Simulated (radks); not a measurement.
All-electron atom: Fe14+ in [Ne] 3s2 (the NIST ground configuration). Method: Dirac Kohn-Sham, BLYP, spin-unpolarised, spherical densities, finite nucleus; Fermi nuclear charge, rms radius 3.7377 fm; computed with a radial shooting solver on a logarithmic mesh with Libxc functionals.

Radial electron density D(r) = 4 pi r^2 rho(r):

```
   r/bohr * D(r) (the largest magnitude, 33.7, reaches the edge; | marks zero)
  0.00424 |   *
 0.005305 |     *
 0.006584 |       *
 0.008237 |           *
  0.01031 |               *
  0.01289 |                     *
  0.01613 |                            *
  0.02018 |                                   *
  0.02525 |                                           *
  0.03158 |                                                *
  0.03951 |                                                  *
  0.04943 |                                                *
  0.06185 |                                            *
  0.07676 |                                       *
  0.09603 |                                     *
   0.1201 |                                          *
   0.1503 |                                                  *
    0.188 |                                                      *
   0.2352 |                                                *
   0.2943 |                                 *
   0.3682 |                  *
   0.4606 |         *
   0.5763 |       *
   0.7153 |     *
   0.8948 |  *
    1.119 |*
    1.401 *
    1.752 *
    2.192 *
```

D(r) has 2 maxima, at r = 0.0402, 0.188 bohr, and minima at 0.0908 bohr, inside which lie 2.13 electrons.
